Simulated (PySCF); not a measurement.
Two species compared at the same levels of theory.

First species: C2H3N3Si.
InChI=1S/C2H3N3Si/c3-1-6(5)2-4/h6H,5H2

Second species: C₄H₇FO₂S.
InChI=1S/C4H7FO2S/c1-4(7-3-5)8(2)6/h1,3H2,2H3/t8-/m0/s1

Levels: wB97X-D/def2-SVPD for dipole moment, HOMO energy, LUMO energy, HOMO–LUMO gap, static isotropic polarisability and electronic spatial extent ⟨r²⟩ about the centre of nuclear charge; TDDFT wB97X-D/def2-SVPD for lowest singlet excitation; TDA wB97X-D/def2-SVPD for lowest triplet excitation (Tamm–Dancoff); GFN2-xTB for rotational constant A and rotational constant C. Geometries: GFN2-xTB. Each structure is a single optimised conformer of the isolated species, non-relativistic unless stated; the electronic structure was computed with PySCF and density fitting.

Dipoles, sizes and rotational constants follow the conformer. The torsions of the flexible species, by atom-mapped SMILES:
- `[N:1]#[C:2][SiH:3]([NH2:4])[C:5]#[N:6]`: H–N4–Si3–C2 50°, H–N4–Si3–C2 -162°
- `[CH2:1]=[C:2]([O:3][CH2:4][F:5])[S@:6]([CH3:7])=[O:8]`: C1–C2–O3–C4 -3°, C2–O3–C4–F5 70°, C1–C2–S6–C7 113°

Q: Which has the higher HOMO energy?

A: The second: -8.94 eV against -10.81 eV, a difference of 1.87 eV.

Q: Which has the higher LUMO energy?

A: The second: 1.40 eV against 0.08 eV, a difference of 1.32 eV.

Q: Which has the higher rotational constant A?

A: The first: 4.011 GHz against 3.682 GHz, a difference of 0.329 GHz.

Q: Which of the two has the higher HOMO–LUMO gap, and by how much?

A: The first: 10.89 eV against 10.34 eV, a difference of 0.55 eV.

Q: Which of the two has the higher T1 energy, and by how much?

A: The first: 5.93 eV against 4.51 eV, a difference of 1.42 eV.

Q: Which of the two has the higher static isotropic polarisability, and by how much?

A: The second: 78.9 au against 60.8 au, a difference of 18.1 au.

Q: Which of the two has the higher S1 energy, and by how much?

A: The first: 6.27 eV against 5.80 eV, a difference of 0.47 eV.

Q: Which of the two has the higher rotational constant C, and by how much?

A: The first: 1.535 GHz against 0.862 GHz, a difference of 0.673 GHz.

On the first: The vertical singlet–triplet gap S1 − T1 is 0.34 eV (TDDFT singlet less Tamm–Dancoff triplet; S1: HOMO→LUMO, weight 0.96; T1: HOMO→LUMO, weight 0.72). The polarisability is 9.01 Å³ as a volume (1 au = 0.148185 Å³), or 1.22 au for each of the 50 electrons.

On the second: S1 lies 4.54 eV below the HOMO–LUMO gap; its leading configuration is HOMO→LUMO, weight 0.88. A dipole of 4.36 D is allowed in C1, and pure rotational transitions are dipole-allowed.
